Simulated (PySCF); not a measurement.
# What a mistake does to a calculation on BGeH7OSi

All numbers below are calculated, not measured. The program is PySCF 2.14.0, an open-source quantum chemistry code, run on an isolated molecule that a program drew, which may never have been made. The molecule is BGeH7OSi (charge 0, singlet), drawn as the SMILES string `BO[SiH2][GeH3]`.

Each row is a Hartree-Fock (HF) and frozen-core CCSD(T) single point in the cc-pV(D+d)Z basis, meant for a local HF minimum. Run 1 is clean. Each other run has one planted mistake out of seven kinds, and not every kind appears here: one electron removed, one electron added, multiplicity raised by two, geometry at a saddle point, minimal basis STO-3G, one bond length entered in bohr, all coordinates scaled. The reference is restricted for singlets and unrestricted otherwise, and also for a bond in bohr. Adding or removing an electron swaps singlet and doublet. Electrons count all cores. HOMO and LUMO are orbital energies over both spins, the gradient is its largest component, and the lowest frequency (negative if imaginary) is given only where the gradient is small. Bond lengths are over the 10 bonds as drawn. T1 is the CCSD diagnostic: over 0.02 (restricted) or 0.045 (unrestricted) a single reference is doubtful. Germanium has the cc-pVDZ-PP basis, with a core potential (ECP10MDF) in place of its 10 inner electrons, and its 3s, 3p and 3d shells are frozen in CCSD(T).

Geometry of the clean run:
```xyz
11
BGeH7OSi, angstrom
B    -0.3654    0.7838    0.5187
O     0.8716    0.3079    0.7583
Si    1.8462   -0.9269    0.2076
Ge    0.7780   -2.2952   -1.4593
H    -1.0746    0.2556   -0.3019
H    -0.7433    1.7407    1.1375
H     3.0676   -0.3116   -0.3510
H     2.2163   -1.7511    1.3762
H    -0.4934   -2.9534   -0.9134
H     1.7572   -3.4026   -1.8732
H     0.4149   -1.4807   -2.7051
```

| run | electrons | basis functions | <S^2> | HOMO (eV) | LUMO (eV) | gradient (hartree/bohr) | lowest frequency (cm^-1) | mean bond (Å) | longest bond (Å) | T1 | HF (hartree) | CCSD(T) (hartree) | mistake |
|---|---|---|---|---|---|---|---|---|---|---|---|---|---|
| 1 | 66 | 109 | 0.000 | -10.67 | 3.20 | 4.1e-05 | 66 | 1.5381 | 2.407 | 0.0141 | -686.00710 | -686.54670 | no fault |
| 2 | 66 | 109 | 0.000 | -10.37 | 2.58 | 3.7e-02 | - | 1.6827 | 2.633 | 0.0171 | -685.93509 | -686.49163 | all coordinates scaled |
| 3 | 67 | 109 | 0.758 | 2.07 | 7.37 | 5.6e-02 | - | 1.5381 | 2.407 | 0.0181 | -685.90644 | -686.47160 | ? |
| 4 | 66 | 109 | 2.024 | -5.83 | -2.38 | 2.3e-02 | - | 1.5381 | 2.407 | 0.0192 | -685.78713 | -686.33409 | ? |

**Which mistake was planted in run 3, and what did it cost?**

It counts 67 electrons, one more than the clean run, at the same geometry and basis. So the mistake is: one electron added. Subtracting run 1 and multiplying by 627.51 kcal/mol a hartree, the energy moved by 63.2 kcal/mol in HF and 47.1 kcal/mol in CCSD(T).

**Which mistake was planted in run 4, and what did it cost?**

Electrons, basis and geometry are unchanged, and <S^2> is 2.024, beside S(S+1) = 2.00 for a multiplicity of 3. So the mistake is: multiplicity raised by two. Subtracting run 1 and multiplying by 627.51 kcal/mol a hartree, the energy moved by 138.0 kcal/mol in HF and 133.4 kcal/mol in CCSD(T).

Cautions from the logs. Run 3: the HOMO is above zero, so the electron isn't bound and the energy depends on the basis.
